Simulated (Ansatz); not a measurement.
Isolated molecules relaxed with PBE0-D4/def2-TZVP in Ansatz; ΔE leaves out vibrations. CCSD(T)/CBS adds triple-zeta CCSD(T) − MP2 to the extrapolated MP2 energy (def2 sets, frozen cores). This one scheme is used for every species. Functionals use def2-TZVPP. B3LYP here is the variant with VWN-RPA as its local correlation; programs differ in this. HSE06 is defined as in plane-wave codes. Elements past krypton have def2 core potentials. For Se, Sn outer-core shells are correlated without core-valence functions, which leaves a few kJ/mol of doubt a bond. Scalar relativity is left out up to krypton. Each species was taken in one conformer, which may not be the lowest.

Consider the ligand exchange at the Se–Sn bond: `C[Se][Sn]([Cl])([Cl])[Se]C` + PH₃ → `C[Se]P` + `C[Se][SnH]([Cl])[Cl]`.

`C[Se][Sn]([Cl])([Cl])[Se]C`:

```xyz
13

C     0.256    2.340   -0.796
Se    0.870    1.662    0.940
Sn   -0.964   -0.020    1.174
Cl   -3.048    1.003    1.245
Cl   -0.609   -1.082    3.209
Se   -1.062   -1.665   -0.706
C     0.771   -2.318   -0.455
H     0.161    1.526   -1.511
H     1.027    3.033   -1.129
H    -0.688    2.867   -0.679
H     0.849   -2.864    0.482
H     0.959   -2.990   -1.291
H     1.478   -1.491   -0.484
```

PH₃:

Z-matrix (Å, degrees):
```
P
H 1 1.420
H 1 1.420 2 93.1
H 1 1.420 2 93.1 3 93.3
```

`C[Se]P`:

Cartesian coordinates in Å:
```
C 0.490 0.122 1.369
Se -0.595 0.977 -0.011
P -0.301 -0.599 -1.593
H 1.522 0.033 1.038
H 0.080 -0.853 1.620
H 0.439 0.776 2.239
H -1.658 -0.723 -1.992
H 0.022 0.267 -2.670
```

`C[Se][SnH]([Cl])[Cl]`:

Z-matrix (Å, degrees):
```
C
Se 1 1.961
H 1 1.089 2 105.5
H 1 1.087 2 110.1 3 118.5
H 1 1.087 2 110.1 3 -118.5
Sn 2 2.488 1 95.5 3 179.9
Cl 6 2.325 2 108.8 1 56.2
Cl 6 2.325 2 108.8 1 -55.8
H 6 1.697 2 116.5 1 -179.8
```

```csv
level,ΔE (kJ/mol),difference from CCSD(T)/CBS
PBE-D4,65.8,-6.9
revPBE-D4,65.3,-7.4
BLYP-D4,72.1,-0.6
r2SCAN-D4,65.9,-6.8
B97M-V,58.5,-14.2
PBE0-D4,65.4,-7.3
B3LYP-D4,71.0,-1.7
r2SCANh-D4,65.7,-7.0
r2SCAN0-D4,65.1,-7.6
HSE06-D4,65.6,-7.1
BHLYP-D4,72.1,-0.6
CAM-B3LYP-D4,66.5,-6.2
ωB97X-V,62.9,-9.8
ωB97M-V,64.4,-8.3
B2PLYP,65.8,-6.9
PBE-QIDH,64.9,-7.8
PBE,58.9,-13.8
BLYP,60.4,-12.3
r2SCAN,63.4,-9.3
PBE0,58.5,-14.2
r2SCANh,62.8,-9.9
HSE06,58.7,-14.0
BHLYP,60.0,-12.7
CAM-B3LYP,58.6,-14.1
LC-ωPBE,55.6,-17.1
RPA@PBE/def2-TZVPP,67.8,-4.9
HF/def2-SVP,65.8,-6.9
MP2/def2-SVP,84.1,11.4
CCSD/def2-SVP,78.4,5.7
CCSD(T)/def2-SVP,80.2,7.5
HF/def2-TZVPP,58.8,-13.9
MP2/def2-TZVPP,75.2,2.5
SCS-MP2/def2-TZVPP,70.7,-2.0
CCSD/def2-TZVPP,66.9,-5.8
HF/def2-QZVPP,58.0,-14.7
MP2/def2-QZVPP,76.9,4.2
SCS-MP2/def2-QZVPP,72.0,-0.7
HF/CBS(def2),57.9,-14.8
MP2/CBS(def2),78.7,6.0
CCSD/CBS(def2),70.4,-2.3
CCSD(T)/CBS,72.7,0
```

Question: What do rigid-rotor, harmonic-oscillator terms from PBE0-D4/def2-TZVP frequencies (298.15 K, 1 bar) make of the CCSD(T)/CBS value? (An estimate is asked.)

Answer: The calculation gave: ΔZPE = +0.8 kJ/mol, ΔH = +69.6 kJ/mol, ΔS = 18 J/(mol·K), ΔG = +64.3 kJ/mol. Modes under 50 cm⁻¹ make the entropy rough.

Largest T1 diagnostic among the species: 0.013.

At CCSD(T), def2-SVP lies +7.5 kJ/mol from the extrapolated value and def2-TZVPP −3.5 kJ/mol. In def2-TZVPP, CCSD(T) changes the Hartree–Fock value by +10.4 kJ/mol (the triples alone add +2.3 kJ/mol) and MP2 by +16.4 kJ/mol. The D4 term adds +10.8 kJ/mol with B3LYP and +6.9 kJ/mol with PBE0; it sums over pairs of atoms, weighted by their polarisabilities, and B3LYP, whose exchange is more repulsive, gets the larger term.

CCSD(T)/CBS has its own doubt, a few kJ/mol and more with outer-core shells, so smaller differences from it don't rank the levels.
